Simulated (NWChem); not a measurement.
Species: C5H6; SMILES C#CC1CC1

Program: NWChem. Pople sets run with spherical d functions. Coordinates come from a PBE0/def2-SVP optimisation. Level: M06-2X/6-31G* with COSMO at NWChem's default radii, gas-phase geometry; the question gives the dielectric constant.

Q: What does the run give for dielectric constant 2.0? Quantities: electrostatic solvation energy (kcal/mol); dipole in solution (D).

A: 
- electrostatic solvation energy (kcal/mol): -1.8
- dipole in solution (D): 0.95
